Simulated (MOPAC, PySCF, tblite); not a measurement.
Breaking a bond: SnH, doublet.

Levels: PM6, unrestricted, heats of formation (MOPAC); UHF/STO-3G = unrestricted Hartree-Fock/STO-3G (PySCF); GFN2-xTB, 300 K electronic temperature (tblite).

Energies are in kJ/mol, each relative to the lowest point of its own curve near equilibrium.

```json
[
 {"R / Å": "1.32", "PM6": "[?]", "UHF/STO-3G": "121.9", "GFN2-xTB": "234.3"},
 {"R / Å": "1.42", "PM6": "152.4", "UHF/STO-3G": "52.9", "GFN2-xTB": "111.5"},
 {"R / Å": "1.52", "PM6": "53.7", "UHF/STO-3G": "[?]", "GFN2-xTB": "48.4"},
 {"R / Å": "1.58", "PM6": "22.6", "UHF/STO-3G": "4.1", "GFN2-xTB": "26.8"},
 {"R / Å": "1.67", "PM6": "1.7", "UHF/STO-3G": "0.0", "GFN2-xTB": "8.2"},
 {"R / Å": "1.74", "PM6": "0.0", "UHF/STO-3G": "5.6", "GFN2-xTB": "1.7"},
 {"R / Å": "1.78", "PM6": "3.0", "UHF/STO-3G": "11.6", "GFN2-xTB": "0.1"},
 {"R / Å": "1.83", "PM6": "10.0", "UHF/STO-3G": "[?]", "GFN2-xTB": "0.0"},
 {"R / Å": "1.90", "PM6": "24.3", "UHF/STO-3G": "40.2", "GFN2-xTB": "2.6"},
 {"R / Å": "1.94", "PM6": "34.4", "UHF/STO-3G": "52.6", "GFN2-xTB": "5.2"},
 {"R / Å": "2.08", "PM6": "77.3", "UHF/STO-3G": "103.8", "GFN2-xTB": "[?]"},
 {"R / Å": "2.22", "PM6": "[?]", "UHF/STO-3G": "[?]", "GFN2-xTB": "39.0"}
]
```

Q: Fill in the missing entries.

A: 
- 1.32, PM6: 338.5
- 1.52, UHF/STO-3G: 15.2
- 1.83, UHF/STO-3G: 21.8
- 2.08, GFN2-xTB: 19.3
- 2.22, PM6: 123.3
- 2.22, UHF/STO-3G: 157.8

The scan ran from 1.32 to 7.03 Å; beyond the distances shown one of the unrestricted levels run for this scan, shown here or not, changes its spin distribution in one step. The unrestricted determinant behind UHF/STO-3G is spin-contaminated at 1.32 to 1.42, 2.22 Å (<S²> up to 1.0, against 0.75 for a pure doublet).
